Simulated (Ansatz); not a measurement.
**Energy profile**

The step: BHCl₂O ([OH][B]([Cl])[Cl]) + HF → BCl₂F ([F][B]([Cl])[Cl]) + H₂O (still joined by a long B–O bond); bonds formed: B1–F6, O2–H5; bonds broken: H5–F6; bonds weakened to dative contacts: B1–O2 (atoms numbered as in the saddle structure below).

B1  (-0.455, 0.082, -0.205)
O2  (0.980, 0.430, -0.071)
Cl3  (-0.783, -1.326, -1.248)
Cl4  (-1.563, 1.457, -0.266)
H5  (0.645, -0.089, 1.057)
F6  (-0.362, -0.431, 1.361)
H7  (1.538, -0.124, -0.628)
(Å)

Electronic energies by CCSD(T) at an estimated basis limit (MP2 extrapolated from triple and quadruple zeta, plus CCSD(T) − MP2 in triple zeta), on PBE0-D4/def2-TZVP structures; BH₂Cl₂OF, closed shell; no counterpoise correction. Program: Ansatz 0.2.0. Basis: def2-TZVPP and def2-QZVPP. Cores are frozen in the correlated methods. Extrapolation: Hartree–Fock as exp(−7.88 √X), correlation as X^−2.97.

Question: Give the profile in eV, counted from the separated reactants. (Judge from chemistry; the value comes from the calculation.)

Answer: By the calculation:
```
                                                                                                point      eV
separated: BHCl₂O (linked as [OH][B]([Cl])[Cl]; B1, O2, Cl3, Cl4, H7; singlet) + HF (H5, F6; singlet)   0.000
                                                                                      start structure  -0.239
                                                                                               saddle   0.828
                                                                                        end structure  -0.383
 separated: BCl₂F (linked as [F][B]([Cl])[Cl]; B1, Cl3, Cl4, F6; singlet) + H₂O (O2, H5, H7; singlet)  -0.007
```

The T1 diagnostic stays at or below 0.012.

Steps of this kind, hydrogen fluoride cutting a network bond, underlie vapour etching and the fluorination step of atomic layer etching.

For scale, one of the runs: CCSD(T)/def2-TZVPP, 205 basis functions, launched by `ansatz run in.yaml --threads 4 --pin off --events-out ev --progress --plain --max-ram 9574MiB`. The run took 57 s on 4 CPU threads of an Arm Neoverse V2 (shared host), with 2.7 GiB of host memory at its peak.
